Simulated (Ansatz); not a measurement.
# H4N3Sn: where a starting geometry ends

The starting geometry of this gas-phase doublet was optimised with GFN2-xTB.

```yaml
atoms:
  - { symbol: N, position_ang: [0.5978, -1.2523, 0.0136] }
  - { symbol: N, position_ang: [-0.3392, 1.6092, 0.2465] }
  - { symbol: N, position_ang: [0.3073, 1.4520, -0.6949] }
  - { symbol: Sn, position_ang: [-0.5993, -0.0868, 1.8014] }
  - { symbol: H, position_ang: [-2.1269, -0.5591, 0.8969] }
  - { symbol: H, position_ang: [1.4937, -1.6935, 0.1808] }
  - { symbol: H, position_ang: [0.7428, -0.4490, -0.6140] }
  - { symbol: H, position_ang: [0.0023, -1.9106, -0.4726] }
```

**Question.** Predict what becomes of its bonds when it is optimised with PBE0-D3(BJ)/def2-SVP.

**Answer.** It falls apart into H4NSn + N2. Contacts that open: N2–Sn4 (2.32 → 4.61 Å).

The energy falls by 0.62 eV over 27 steps:

```tsv
step	E − E(last) (eV)
1	0.624
4	0.222
7	0.075
10	0.047
13	0.029
15	0.022
18	0.007
21	0.001
24	0.000
27	0.000
```

Final geometry (Å):

```xyz
8

N     0.5489   -1.4388    0.0997
N    -0.1990    2.7089   -0.5642
N     0.1885    1.6826   -0.5997
Sn   -0.7180   -1.0010    2.1141
H    -1.9241   -0.3724    0.9405
H     1.4723   -1.8306    0.2778
H     0.6640   -0.5568   -0.4009
H     0.0457   -2.0821   -0.5096
```

No frequencies were run, so the end isn't proven a minimum. Open shells are spin-unrestricted. Atoms past krypton carry core potentials, without spin–orbit terms. Run with Ansatz 0.2.0, 5.6 min on 2 threads of Intel(R) Xeon(R) Processor @ 2.50GHz (Skylake/Cascade Lake), on a shared host.
